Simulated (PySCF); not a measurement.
**Frontier orbitals and the lowest excitations**

C6H11P.
Z-matrix (Å and degrees, GFN2-xTB geometry), rows numbered from 1:
```
C 
C   1  1.2029
P   2  1.7645  1  172.70
C   3  1.8801  2   98.09  1   130.91
C   4  1.5254  3  112.10  2    54.14
C   4  1.5310  3  109.69  2   178.13
C   6  1.5227  4  112.68  3    61.99
H   1  1.0510  2  176.97  3   177.64
H   3  1.4077  2   94.19  1  -133.37
H   4  1.0988  3  105.92  2   -64.70
H   5  1.0897  4  110.57  3    64.12
H   5  1.0894  4  110.26  3  -176.26
H   5  1.0883  4  110.79  3   -56.19
H   6  1.0938  4  108.58  3  -176.74
H   6  1.0941  4  109.26  3   -59.93
H   7  1.0889  6  110.53  4   -61.42
H   7  1.0880  6  110.48  4    58.45
H   7  1.0876  6  110.55  4   178.55
```

The calculation used TDDFT CAM-B3LYP/def2-SVPD, vertical, gas phase, core orbitals frozen in the response (PySCF).

Kohn–Sham orbitals with the atoms that hold most of them (Löwdin shares over 4%, at most four atoms; ? is withheld):

```tsv
orbital	ε (eV)	atoms
LUMO+2	1.48	C1 20%, C2 13%, C5 11%, P3 8%
LUMO+1	1.40	P3 21%, C2 15%, C1 13%, C7 10%
LUMO	?	?
HOMO	-8.11	?
HOMO-1	-9.38	C2 36%, C1 35%, P3 8%, C4 7%
HOMO-2	-10.23	C2 35%, C1 28%, P3 17%, C5 7%
HOMO-3	-10.76	C4 20%, C6 17%, C5 14%, C7 13%
```

**Question.** Give the leading atoms of the HOMO.

**Answer.** P3 (bonded to 2 C and H) 43%; C2 (bonded to C and P) 17%; C1 (bonded to C and H) 16%; C4 (bonded to 2 C, P and H) 8%. By element: phosphorus 43%, carbon 41% or more.

**Question.** Which atoms hold the LUMO, and with what shares?

**Answer.** P3 (bonded to 2 C and H) 23%; C1 (bonded to C and H) 19%; C2 (bonded to C and P) 18%; H9 (bonded to P) 9%. By element: carbon 37% or more, phosphorus 23%, hydrogen 9% or more.

**Question.** What is the LUMO energy, and the HOMO–LUMO gap?

**Answer.** ε(LUMO) = 1.06 eV; the gap is 9.18 eV (0.3372 hartree).

**Question.** The HOMO–LUMO gap is 9.18 eV. Where does the response calculation put the lowest singlet, and from which orbitals?

**Answer.** S1 is at 5.46 eV (f = 0.017), 3.71 eV below the gap, made of HOMO→LUMO (76%). Without the coupling terms of the response equations the lowest excitation would equal the gap.

Next come S2 at 6.10 eV (f 0.043), HOMO→LUMO+1 (50%), HOMO-1→LUMO (20%); S3 at 6.60 eV (f 0.022), HOMO-1→LUMO+1 (36%), HOMO-1→LUMO+3 (18%), HOMO-1→LUMO+2 (11%); S4 at 6.73 eV (f 0.017), HOMO→LUMO+2 (26%), HOMO→LUMO+3 (17%), HOMO→LUMO+6 (12%); S5 at 6.86 eV (f 0.045), HOMO→LUMO+2 (23%), HOMO→LUMO+1 (17%), HOMO→LUMO+9 (13%).

Löwdin shares depend on the basis, the more so with diffuse functions.

One conformer stands for the species.
